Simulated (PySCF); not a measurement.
4-fluoro-1,3-dioxole (C3H3FO2), SMILES FC1=COCO1.

The structure is a stationary point at B3LYP-D3(BJ)/def2-SVP. A frequency run showed that this geometry is not a minimum. The values are those of a single conformer.

Level of theory: B3LYP-D3(BJ)/def2-SVP in PySCF 2.14.0.

Harmonic, unscaled wavenumbers; measured fundamentals usually lie a few per cent lower.

| mode | ν (cm⁻¹) | IR (km/mol) | Raman (Å⁴/amu) | depolarisation | moving atoms (share of kinetic energy) |
|---|---|---|---|---|---|
| 1 | 150i | 5.7 | 0.4 | 0.75 | O 42 %, H 34 %, C 22 % |
| 2 | 295 | 0.2 | 0.1 | 0.75 | C 42 %, O 31 %, F 24 % |
| 3 | 432 | 2.9 | 0.7 | 0.66 | F 40 %, C 28 %, O 25 % |
| 4 | 556 | 1.3 | 6.4 | 0.75 | C 70 %, H 16 %, O 12 % |
| 5 | 664 | 5.6 | 5.0 | 0.36 | F 51 %, C 24 %, O 21 % |
| 6 | 703 | 43.7 | 3.2 | 0.75 | H 72 %, C 27 % |
| 7 | 748 | 6.1 | 4.2 | 0.73 | O 78 %, C 16 % |
| 8 | 967 | 6.0 | 3.7 | 0.24 | C 56 %, O 37 % |
| 9 | 980 | 119.4 | 7.6 | 0.45 | O 42 %, H 31 %, C 24 % |
| 10 | 1022 | 12.0 | 8.2 | 0.35 | C 67 %, O 23 %, H 10 % |
| 11 | 1141 | 11.3 | 1.6 | 0.75 | H 64 %, C 29 % |
| 12 | 1160 | 105.7 | 2.4 | 0.39 | C 50 %, O 41 % |
| 13 | 1197 | 0.1 | 11.4 | 0.75 | H 97 % |
| 14 | 1242 | 34.2 | 5.2 | 0.73 | H 69 %, C 21 % |
| 15 | 1366 | 313.9 | 2.6 | 0.72 | C 62 %, O 14 %, H 12 %, F 12 % |
| 16 | 1463 | 53.0 | 3.8 | 0.75 | H 60 %, C 29 %, O 9 % |
| 17 | 1535 | 1.0 | 13.9 | 0.58 | H 90 %, C 9 % |
| 18 | 1813 | 103.0 | 15.8 | 0.11 | C 93 % |
| 19 | 2995 | 97.4 | 181.2 | 0.10 | H 95 % |
| 20 | 3042 | 63.0 | 133.2 | 0.75 | H 89 %, C 11 % |
| 21 | 3312 | 10.7 | 80.0 | 0.28 | H 91 %, C 9 % |
